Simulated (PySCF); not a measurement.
1-fluoro-1-methylcyclobutane (C5H9F), SMILES CC1(F)CCC1. Geometry: PBE-D3(BJ)/def2-SVP.

Method: PBE-D3(BJ)/def2-SVP in PySCF.

Harmonic wavenumbers (cm⁻¹): 148, 261, 288, 346, 419, 421, 596, 706, 766, 842, 896, 899, 926, 928, 973, 1002, 1128, 1151, 1161, 1163, 1195, 1229, 1246, 1274, 1347, 1386, 1400, 1405, 1417, 1432, 2975, 2997, 3000, 3007, 3058, 3068, 3073, 3073, 3076. Rotational constants (GHz): 5.183, 3.113, 2.867; symmetry number 1.

Problem. Work out the zero-point energy and the ideal-gas rigid-rotor harmonic-oscillator thermochemistry at 298.15 K and 1 atm.

Solution. ZPE = ½ Σ hcν = ½ × 55679 cm⁻¹ = 79.60 kcal/mol. H − E(el) = 84.10 kcal/mol. Entropy in cal/(mol K): translation 39.34, rotation 26.34, vibration 11.16, total 76.85. G − E(el) = 61.19 kcal/mol. Cp = 25.94 cal/(mol K). Modes under 150 cm⁻¹ make the vibrational entropy uncertain.
